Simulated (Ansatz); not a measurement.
Reaction (formal exchange of groups at a C–C bond): `C/C=C(\F)CS` + GeH₄ → `S[CH2][GeH3]` + `C/C=C\F`

Isolated molecules relaxed with PBE0-D4/def2-TZVP in Ansatz; ΔE leaves out vibrations. CCSD(T)/CBS is the MP2 limit (def2-TZVPP, def2-QZVPP) plus CCSD(T) − MP2 in def2-TZVPP, frozen cores. Double bonds are as drawn, so ΔE can hold a change between cis and trans. DFT in def2-TZVPP. B3LYP here is the variant with VWN-RPA as its local correlation; programs differ in this. For Ge outer-core shells are correlated without core-valence functions, which leaves a few kJ/mol of doubt a bond. Scalar relativity is left out up to krypton. Each species was taken in one conformer, which may not be the lowest.

Problem. Is it downhill or uphill in electronic energy at CCSD(T)/CBS, and by how much? (Best estimate.)

Solution. Ansatz gave: Downhill: ΔE = -4.5 kJ/mol.

Problem. What do these levels give: r2SCAN-D4, B3LYP-D4, ωB97M-V, PBE, r2SCAN, SCS-MP2/def2-QZVPP? (An estimate is asked.)

Solution. Computed: r2SCAN-D4 3.6, B3LYP-D4 1.8, ωB97M-V 0.9, PBE 0.7, r2SCAN 2.7, SCS-MP2/def2-QZVPP -4.4 kJ/mol.

Largest T1 diagnostic among the species: 0.012.
